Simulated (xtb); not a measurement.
C2H9AlOSi, charge +1, doublet, at a GFN2-xTB geometry of the parent state (such geometries of metal compounds can be far from the true shape) (a state made from the parent by changing its charge; the spin is typed, not shown lowest); GFN0-xTB (xtb).

Input for xtb:
```
$ xtb mol.xyz --gfn 0 --chrg 1 --uhf 1 --json

# file mol.xyz
14

Al     0.19947809     1.01072194     0.64198824
C      1.96346263     1.67289495    -0.59799091
H      2.72582329     0.90338082    -0.54082229
H      2.31089939     2.60750456    -0.16649753
H      1.62513190     1.81060607    -1.61937340
C     -1.50823511     0.64772426     2.07317265
H     -1.32198387    -0.28904330     2.58722128
H     -2.42679670     0.60143856     1.49842604
H     -1.51493437     1.48519135     2.76506271
O     -0.07968419    -0.40763744    -0.25865355
Si    -0.34460562    -1.75378534    -1.11500751
H     -1.52119616    -2.41299974    -0.54181353
H      0.84571694    -2.59828728    -0.99594607
H     -0.58528864    -1.35679709    -2.50386103
```

It wrote (shortened):

```
   ID    Z sym.   atoms
    1   13 Al     1
    2    6 C      2, 6
    3    1 H      3-5, 7-9, 12-14
    4    8 O      10
    5   14 Si     11

           -------------------------------------------------
          |                Calculation Setup                |
           -------------------------------------------------

           -------------------------------------------------
          |                 G F N 0 - x T B                 |
           -------------------------------------------------

          ...................................................
          :                      SETUP                      :
          :.................................................:
          :  # basis functions                  50          :
          :  # atomic orbitals                  48          :
          :  # shells                           30          :
          :  # electrons                        29          :
          :  electronic temp.          300.0000000     K    :
          :  accuracy                    1.0000000          :
          :  -> integral cutoff          0.2500000E+02      :
          :  -> integral neglect         0.1000000E-07      :
          ...................................................

         :::::::::::::::::::::::::::::::::::::::::::::::::::::
         ::                     SUMMARY                     ::
         :::::::::::::::::::::::::::::::::::::::::::::::::::::
         :: total energy             -13.873552163595 Eh    ::
         :: gradient norm              0.029963238552 Eh/a0 ::
         :: HOMO-LUMO gap              2.717486106855 eV    ::
         ::.................................................::
         :: H0 energy                -15.255664809084 Eh    ::
         :: repulsion energy           0.176158141517 Eh    ::
         :: electrostat energy         1.208964117436 Eh    ::
         :: -> Gsolv                   0.000000000000 Eh    ::
         ::    -> Gsasa                0.000000000000 Eh    ::
         ::    -> Gshift               0.000000000000 Eh    ::
         :: dispersion energy         -0.003009613464 Eh    ::
         :: short-range corr.         -0.000000000000 Eh    ::
         :: add. restraining           0.000000000000 Eh    ::
         :: total charge               1.000000000000 e     ::
         :::::::::::::::::::::::::::::::::::::::::::::::::::::

           -------------------------------------------------
          |                Property Printout                |
           -------------------------------------------------

    * Orbital Energies and Occupations

         #    Occupation            Energy/Eh            Energy/eV
      -------------------------------------------------------------
         1        2.0000           -0.6826531             -18.5759
       ...           ...                  ...                  ...
         3        2.0000           -0.6224889             -16.9388
         4        2.0000           -0.5971566             -16.2495
         5        2.0000           -0.5336890             -14.5224
         6        2.0000           -0.5331723             -14.5084
         7        2.0000           -0.5305484             -14.4370
         8        2.0000           -0.5301454             -14.4260
         9        2.0000           -0.4852355             -13.2039
        10        2.0000           -0.4805161             -13.0755
        11        2.0000           -0.4804096             -13.0726
        12        2.0000           -0.4463712             -12.1464
        13        2.0000           -0.4429115             -12.0522
        14        1.9859           -0.4245333             -11.5521
        15        1.0141           -0.4164658             -11.3326 (HOMO)
        16                         -0.3166001              -8.6151 (LUMO)
        17                         -0.2165028              -5.8913
        18                         -0.2164403              -5.8896
        19                         -0.2083469              -5.6694
        20                         -0.1800983              -4.9007
        21                         -0.1608572              -4.3771
        22                         -0.1565885              -4.2610
        23                         -0.1421701              -3.8686
        24                         -0.1406864              -3.8283
        25                         -0.1264581              -3.4411
        26                         -0.1051103              -2.8602
       ...                                ...                  ...
        48                          1.1501009              31.2958
      -------------------------------------------------------------
                  HL-Gap            0.0998658 Eh            2.7175 eV
             Fermi-level            0.0000000 Eh            0.0000 eV

     #   Z          covCN         q      C6AA      α(0)
     1  13 Al       2.241     0.417   163.905    26.936
     2   6 C        3.502    -0.484    37.427     9.134
     3   1 H        0.925     0.242     0.910     1.492
     4   1 H        0.925     0.239     0.921     1.501
     5   1 H        0.925     0.242     0.910     1.492
     6   6 C        3.500    -0.484    37.456     9.141
     7   1 H        0.925     0.242     0.910     1.491
     8   1 H        0.925     0.242     0.909     1.491
     9   1 H        0.925     0.239     0.921     1.500
    10   8 O        1.504    -0.520    23.299     6.521
    11  14 Si       3.579     0.612   134.637    21.531
    12   1 H        0.918     0.003     3.005     2.711
    13   1 H        0.918     0.006     2.960     2.691
    14   1 H        0.918     0.006     2.963     2.692

 Mol. C6AA /au·bohr⁶  :       2683.873976
 Mol. C8AA /au·bohr⁸  :     119148.815834
 Mol. α(0) /au        :         90.323765

Wiberg/Mayer (AO) data.
largest (>0.10) Wiberg bond orders for each atom

 ---------------------------------------------------------------------------
     #   Z sym  total        # sym  WBO       # sym  WBO       # sym  WBO
 ---------------------------------------------------------------------------
     1  13 Al   2.519 --    10 O    0.864     2 C    0.703     6 C    0.694
     2   6 C    3.844 --     4 H    0.954     3 H    0.950     5 H    0.950
                             1 Al   0.703    10 O    0.152     6 C    0.115
     3   1 H    0.983 --     2 C    0.950
     4   1 H    0.985 --     2 C    0.954
     5   1 H    0.983 --     2 C    0.950
     6   6 C    3.841 --     9 H    0.954     8 H    0.950     7 H    0.950
                             1 Al   0.694    10 O    0.154     2 C    0.115
     7   1 H    0.983 --     6 C    0.950
     8   1 H    0.983 --     6 C    0.950
     9   1 H    0.985 --     6 C    0.954
    10   8 O    2.439 --    11 Si   1.219     1 Al   0.864     6 C    0.154
                             2 C    0.152
    11  14 Si   3.959 --    10 O    1.219    13 H    0.890    14 H    0.890
                            12 H    0.887
    12   1 H    0.909 --    11 Si   0.887
    13   1 H    0.912 --    11 Si   0.890
    14   1 H    0.912 --    11 Si   0.890
 ---------------------------------------------------------------------------

Topologies differ in total number of bonds
Writing topology from bond orders to xtbtopo.mol

 dipole moment from electron density (au)
     X       Y       Z
   0.5522   2.9407   1.8971  total (Debye):    9.005

           -------------------------------------------------
          | TOTAL ENERGY              -13.873552163595 Eh   |
          | GRADIENT NORM               0.029963238552 Eh/α |
          | HOMO-LUMO GAP               2.717486106855 eV   |
           -------------------------------------------------

normal termination of xtb
```
